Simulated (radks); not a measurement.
Task: Spherical quantum dot in the effective-mass picture: electrons in a parabolic well V = omega^2 r^2 / 2 with omega = 0.805, all in effective atomic units (hartree* = m*/eps^2 hartree, bohr* = eps/m* bohr), one dielectric constant everywhere. Calculated with a radial shooting solver with Libxc functionals: non-relativistic Kohn-Sham, r2SCAN, spin-polarised, spherical densities, generalised Kohn-Sham scheme. Levels are named by radial order and angular momentum (1s, 1p, 1d, 2s, ...), and open shells are averaged over m. Results are scaled to m* = 0.078 and eps = 11.9, for which hartree* = 14.99 meV and bohr* = 8.073 nm. At N = 33 the configuration is 1s2 1p6 1d10 2s2 1f(up 7, down 6). Does electron 34 go into 2p up or 1f down or 2p down?

Result: Into 1f down. The total energies of the other choices lie higher by 1.80 meV (2p up), 1.88 meV (2p down).
